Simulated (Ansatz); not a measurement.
Mulliken charges of C3H5FSn (`C#C[CH](F)[SnH3]`) from PBE/def2-TZVPP in Ansatz (PBE0-D4/def2-TZVP geometry).

| atom | x (Å) | y (Å) | z (Å) | charge (e) |
| --- | --- | --- | --- | --- |
| C1 | -1.357 | 1.597 | -1.239 | 0.047 |
| C2 | -0.765 | 0.573 | -1.022 | -0.253 |
| C3 | -0.028 | -0.620 | -0.701 | -0.144 |
| F4 | -0.852 | -1.741 | -0.696 | -0.185 |
| Sn5 | 0.886 | -0.426 | 1.283 | 0.511 |
| H6 | -1.884 | 2.498 | -1.445 | 0.209 |
| H7 | 0.760 | -0.794 | -1.439 | 0.122 |
| H8 | 1.688 | -1.888 | 1.638 | -0.105 |
| H9 | -0.361 | -0.117 | 2.398 | -0.097 |
| H10 | 1.996 | 0.867 | 1.226 | -0.104 |

Task: By hand: the dipole of these point charges (1 e Å = 4.8032 D).

Result: Σ q r = (0.093, 0.668, 0.076) e Å, of length 0.679 e Å = 3.26 D.

Task: How does the dipole of the full density compare? (An estimate is asked.)

Result: Computed: (0.212, 0.225, 0.038) e Å, 1.50 D; the point charges give 2.17 times that, at 35° from its direction.

Point charges leave out the atoms' own dipoles, such as those of lone pairs, and Mulliken's split depends on the basis, so the two needn't agree.
